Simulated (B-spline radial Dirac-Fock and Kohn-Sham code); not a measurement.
# Elastic and transport cross sections of iodine for electrons

The computed values come from a radial atomic solver: relativistic (Dirac) partial waves in the static field of the Dirac-Fock atom with Furness-McCarthy exchange, without polarisation or absorption potentials. σ_tr1 and σ_tr2 weight the cross section with 1 − P₁ and 1 − P₂ of cos θ; "backward" is the share scattered beyond 90°.

```csv
energy (eV),σ (a₀²),σ_tr1 (a₀²),σ_tr2 (a₀²),σ/σ_tr1,backward (%)
32800,1.31,0.0149,0.0329,87.6,0.18
33800,1.28,0.0142,0.0315,90.0,0.17
37800,1.18,0.0119,0.0266,99.6,0.15
41600,1.11,0.0102,0.0230,109,0.13
49900,0.976,0.00759,0.0175,129,0.10
50000,0.975,0.00757,0.0174,129,0.10
51300,0.958,0.00726,0.0168,132,0.098
52700,0.940,0.00695,0.0161,135,0.094
79900,?,?,?,?,?
100000,0.609,0.00246,0.00598,248,0.040
144000,0.485,0.00137,0.00340,354,0.024
200000,0.402,0.000811,0.00206,495,0.015
300000,0.329,0.000431,0.00111,762,0.0084
```

Problem. Fill in the row for 79.9 keV.

Solution. σ = 0.707 a₀², σ_tr1 = 0.00354 a₀², σ_tr2 = 0.00847 a₀², σ/σ_tr1 = 200, backward 0.054 %. The ratio σ/σ_tr1 is roughly the number of elastic collisions that randomise the direction.
